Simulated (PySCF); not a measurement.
**Radial density of Te²⁹⁺ (tellurium, charge +29)**

UHF, [Ar] 3d5, high-spin 6S determinant. Calculation: PySCF 2.14, in an even-tempered Gaussian basis (17 s from 3.9 bohr⁻², ratio 2.5; 11 p from 5 bohr⁻², ratio 2.5; 8 d from 5 bohr⁻², ratio 2.5; 4 f from 21 bohr⁻², ratio 2.7; 3 g from 31 bohr⁻², ratio 2.7); no relativity, point nucleus.

```tsv
r (bohr)	4πr²ρ (e/bohr)	4πr²(ρα − ρβ)
0.000425	0.2154	0.0000
0.000715	0.5913	0.0000
0.00120	1.590	-0.0001
0.00202	4.131	-0.0002
0.00340	10.13	-0.0004
0.00573	22.52	-0.0009
0.00963	42.60	-0.0016
0.0162	62.02	-0.0014
0.0272	63.02	0.0156
0.0458	58.58	0.2364
0.0771	80.61	2.0985
0.130	62.13	10.1913
0.218	49.60	20.1034
0.367	33.07	9.3679
0.617	1.596	0.4181
1.04	0.003156	0.0008
```

A non-relativistic calculation at this Z misses sizeable relativistic shifts.
